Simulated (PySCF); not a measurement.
Gallium: a sound run and one with changed settings

Sound run: Ga⁺ [Ar] 3d10 4s2, Ga²⁺ [Ar] 3d10 4s1. Computed with PySCF 2.14 in cc-pVTZ-DK (6s5p3d1f, 43 functions), with scalar relativity by spin-free X2C-1e. In the sound run the correlated levels freeze [Ar] 3d10. The sound run starts from symmetry-adapted Hartree-Fock orbitals and uses a fine grid where one is needed.

Changed run: basis STO-3G, all-electron and non-relativistic. This setting is unsound on purpose.

| species | method | sound run (hartree) | changed run (hartree) | converged |
| --- | --- | --- | --- | --- |
| Ga⁺ | UHF | -1941.97146 | -1900.61973 | yes |
| Ga⁺ | M06-L | -1943.54211 | -1901.81859 | yes |
| Ga⁺ | LDA | -1940.45362 | -1898.51946 | yes |
| Ga⁺ | MP2 | -1941.99728 | -1900.64155 | yes |
| Ga⁺ | CCSD(T) | -1942.00790 | -1900.65720 | yes |
| Ga²⁺ | UHF | -1941.28160 | -1900.00347 | yes |
| Ga²⁺ | M06-L | -1942.78416 | -1901.16396 | yes |
| Ga²⁺ | LDA | -1939.67594 | -1897.84779 | yes |

Ionisation energy of Ga⁺:

```json
{"method": "UHF", "sound run (eV)": "18.772", "changed run (eV)": "16.769"}
{"method": "M06-L", "sound run (eV)": "20.625", "changed run (eV)": "17.813"}
{"method": "LDA", "sound run (eV)": "21.162", "changed run (eV)": "18.277"}
{"method": "MP2", "sound run (eV)": "19.475", "changed run (eV)": "17.363"}
{"method": "SCS-MP2", "sound run (eV)": "19.615", "changed run (eV)": "17.482"}
{"method": "CCSD", "sound run (eV)": "19.764", "changed run (eV)": "17.789"}
{"method": "CCSD(T)", "sound run (eV)": "19.764", "changed run (eV)": "17.789"}
{"method": "CCSDT", "sound run (eV)": "19.764", "changed run (eV)": "17.789"}
{"method": "FCI", "sound run (eV)": "19.764", "changed run (eV)": "17.789"}
```

A minimal basis cannot let orbitals breathe on ionisation and holds almost no correlation. The Hamiltonian changed with the basis, so the totals do not compare.

For comparison, NIST gives 20.515 eV between the lowest levels.
